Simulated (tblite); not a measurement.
Compound: C7H10O (charge +1 and doublet state).
Structure used (GFN2-xTB), in Å, numbered top down from 1:
```
atom  x, y, z in Å
C1     2.5092    0.1584   -0.1225
C2     1.1798    0.0916   -0.1389
C3     0.4324   -1.1239    0.3197
C4    -1.0387   -1.2302   -0.0876
C5    -1.9458   -0.1890    0.4329
C6    -1.6578    1.1394    0.5758
O7    -0.6110    1.8057    0.1665
C8     0.3805    1.2607   -0.6696
H9     3.0536    1.0104   -0.4907
H10    3.1032   -0.6390    0.2929
H11    0.4726   -1.1460    1.4156
H12    0.9587   -2.0145   -0.0306
H13   -1.4192   -2.2133    0.1998
H14   -1.0880   -1.2117   -1.1891
H15   -2.9304   -0.5055    0.7446
H16   -2.3657    1.7953    1.0740
H17   -0.0867    0.9186   -1.6093
H18    1.0445    2.0994   -0.8951
```

Calculated harmonic vibrations of the isolated species, GFN2-xTB (tblite), most abundant isotopes, no scaling. This tight-binding method is rough: wavenumbers can miss measured ones by several per cent, in bad cases by 10 to 20. One conformer, not necessarily the lowest. Open shells enter through the occupations alone, without spin polarisation, and single modes of such species can be off by tens of per cent.

Harmonic wavenumbers (cm⁻¹): 33.5, 168.9, 191.0, 302.5, 329.4, 386.5, 442.9, 507.9, 539.0, 644.6, 704.5, 729.4, 807.9, 866.3, 882.6, 897.3, 919.3, 924.2, 937.2, 949.6, 994.0, 1061.4, 1075.7, 1149.6, 1173.9, 1177.3, 1237.0, 1265.8, 1279.0, 1292.3, 1319.1, 1348.4, 1367.0, 1384.5, 1396.8, 1412.1, 1511.1, 1607.5, 2835.7, 2841.2, 2923.4, 2987.8, 2990.9, 2995.1, 3035.9, 3090.6, 3106.6, 3140.1.

A = 3316, B = 1990, C = 1356 MHz; mass 110.073 u (most abundant isotopes); point group C1, symmetry number 1; spin multiplicity 2.

Question: Zero-point energy?

Answer: ½Σν̃ = 32582 cm⁻¹ = 93.16 kcal/mol.

Question: Entropy at 200 K, 1 bar (ideal gas, RRHO, classical rotation)?

Answer: Translation 38.05, rotation 26.79, vibration 11.32, spin (R ln 2) 1.38: S = 77.5 cal/(mol K).

Question: And Cp and H(200 K) − H(0)?

Answer: Cp = 21.90 cal/(mol K), of which vibrations give 13.95 (their classical limit is 48 R = 95.4); H(200 K) − H(0) = 2.82 kcal/mol without the zero-point energy, 1.23 from vibrations.

Question: How do the functions run with temperature in this model?

Answer: 
| T (K) | S (cal/(mol K)) | Cp (cal/(mol K)) | H − H(0) (kcal/mol) | G − H(0) (kcal/mol) | ln q(vib) |
| --- | --- | --- | --- | --- | --- |
| 50 | 57.5 | 10.5 | 0.46 | -2.41 | 0.49 |
| 100 | 65.6 | 13.7 | 1.06 | -5.50 | 1.15 |
| 298.15 | 88.1 | 32.0 | 5.46 | -20.81 | 4.21 |
| 373.15 | 96.1 | 39.8 | 8.15 | -27.72 | 5.57 |
| 500 | 109.5 | 51.4 | 13.96 | -40.77 | 8.05 |
| 750 | 133.5 | 67.1 | 28.93 | -71.21 | 13.17 |
| 1000 | 154.3 | 77.0 | 47.03 | -107.25 | 18.21 |

q(vib) and H(0) count from the zero-point level.

Question: What must be added to the electronic energy to get the Gibbs energy at 200 K and 1 bar?

Answer: ZPE + [H(200 K) − H(0)] − T·S = 93.16 + 2.82 − 15.51 = 80.47 kcal/mol.

Hindered rotation and anharmonicity are outside this model. Other conformers, if any are populated, would add a mixing term that is left out. The structure is chiral; the term R ln 2 for an equal mix with its mirror image is left out.
